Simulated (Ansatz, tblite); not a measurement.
Removing and adding an electron: MoS₂Cl₂. Charge 0, multiplicity 1. Geometry: B3LYP-D4/def2-SVP. Ansatz, gas phase; energy differences of separate SCF runs; the oxidised species was run as a doublet alone; the reduced species was run as a doublet alone.

| atom | x (Å) | y (Å) | z (Å) |
| --- | --- | --- | --- |
| Mo1 | -0.002 | -0.003 | -0.001 |
| S2 | -2.093 | -0.125 | -0.220 |
| S3 | 0.781 | -1.952 | -0.158 |
| Cl4 | 0.475 | 0.816 | 2.053 |
| Cl5 | 0.839 | 1.264 | -1.674 |

In the def2 sets Mo takes a core potential; there is no spin–orbit coupling. The xTB rows come from tblite.

```csv
level,−HOMO (eV),vertical IE (eV),−LUMO (eV),vertical EA (eV),HOMO–LUMO gap (eV),IE − EA (eV),remarks
GFN1-xTB,12.04,14.92,9.53,6.84,2.51,8.08,–
PBE-D4/def2-TZVP,6.70,9.37,4.71,–,1.99,–,–
r2SCAN-D4/def2-TZVP,6.99,9.49,4.77,–,2.22,–,restricted SCF unstable in HF (singlet)
PBE0-D4/def2-TZVPD,7.83,–,4.14,2.69,3.70,–,restricted SCF unstable in HF (singlet)
```

Estimate the rows for GFN2-xTB, PBE-D4/def2-TZVPD, r2SCAN-D4/def2-TZVPD, PBE0-D4/def2-TZVP.


```json
{"level": "GFN2-xTB", "−HOMO (eV)": "11.38", "vertical IE (eV)": "14.06", "−LUMO (eV)": "9.61", "vertical EA (eV)": "7.18", "HOMO–LUMO gap (eV)": "1.77", "IE − EA (eV)": "6.88", "remarks": "–"}
{"level": "PBE-D4/def2-TZVPD", "−HOMO (eV)": "6.73", "vertical IE (eV)": "–", "−LUMO (eV)": "4.74", "vertical EA (eV)": "2.25", "HOMO–LUMO gap (eV)": "1.99", "IE − EA (eV)": "–", "remarks": "HOMO above zero (-1 doublet), restricted SCF unstable in HF (singlet)"}
{"level": "r2SCAN-D4/def2-TZVPD", "−HOMO (eV)": "6.99", "vertical IE (eV)": "–", "−LUMO (eV)": "4.78", "vertical EA (eV)": "2.44", "HOMO–LUMO gap (eV)": "2.22", "IE − EA (eV)": "–", "remarks": "restricted SCF unstable in HF (singlet)"}
{"level": "PBE0-D4/def2-TZVP", "−HOMO (eV)": "7.82", "vertical IE (eV)": "9.54", "−LUMO (eV)": "4.11", "vertical EA (eV)": "–", "HOMO–LUMO gap (eV)": "3.70", "IE − EA (eV)": "–", "remarks": "restricted SCF unstable in HF (singlet), spin-contaminated (⟨S²⟩ 0.83) (+1 doublet)"}
```

   A HOMO above zero means that the electron is unbound at that level or that self-interaction error raises the level; the energy of removing that electron tells which. Raw xTB energy differences between charge states are shifted by several eV; the methods need an empirical correction for them.
